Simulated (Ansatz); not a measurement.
Gas-phase electronic energies from Ansatz, PBE0-D4/def2-TZVP geometries. CCSD(T)/CBS is the MP2 limit (def2-TZVPP, def2-QZVPP) plus CCSD(T) − MP2 in def2-TZVPP, frozen cores. This one scheme is used for every species. Functionals use def2-TZVPP. B3LYP here is the variant with VWN-RPA as its local correlation; programs differ in this. Each species was taken in one conformer, which may not be the lowest.

Consider the formal hydrolysis of the Si–C bond: `O[SiH2]CBS` + H₂O → `O[SiH2]O` + `CBS`.

```
             level  ΔE (kcal/mol)  difference from CCSD(T)/CBS
            PBE-D4          -21.1                          1.8
         r2SCAN-D4          -23.7                         -0.8
           PBE0-D4          -21.7                          1.2
          B3LYP-D4          -23.9                         -1.0
           ωB97X-V          -23.9                         -1.0
           ωB97M-V          -23.6                         -0.7
            B2PLYP          -25.6                         -2.7
               PBE          -22.6                          0.3
            r2SCAN          -24.2                         -1.3
              PBE0          -23.1                         -0.2
             B3LYP          -26.3                         -3.4
     HF/def2-TZVPP          -29.2                         -6.3
    MP2/def2-TZVPP          -23.2                         -0.3
SCS-MP2/def2-TZVPP          -24.5                         -1.6
   CCSD/def2-TZVPP          -24.2                         -1.3
CCSD(T)/def2-TZVPP          -23.4                         -0.5
     HF/def2-QZVPP          -29.3                         -6.4
    MP2/def2-QZVPP          -23.0                         -0.1
SCS-MP2/def2-QZVPP          -24.3                         -1.4
      HF/CBS(def2)          -29.3                         -6.4
     MP2/CBS(def2)          -22.7                          0.2
    CCSD/CBS(def2)          -23.7                         -0.8
       CCSD(T)/CBS          -22.9                            0
```

Largest T1 diagnostic among the species: 0.013.

The D4 term adds +2.4 kcal/mol with B3LYP and +1.4 kcal/mol with PBE0; it sums over pairs of atoms, weighted by their polarisabilities, and B3LYP, whose exchange is more repulsive, gets the larger term. In def2-TZVPP, CCSD(T) changes the Hartree–Fock value by +5.8 kcal/mol (the triples alone add +0.8 kcal/mol) and MP2 by +6.0 kcal/mol.
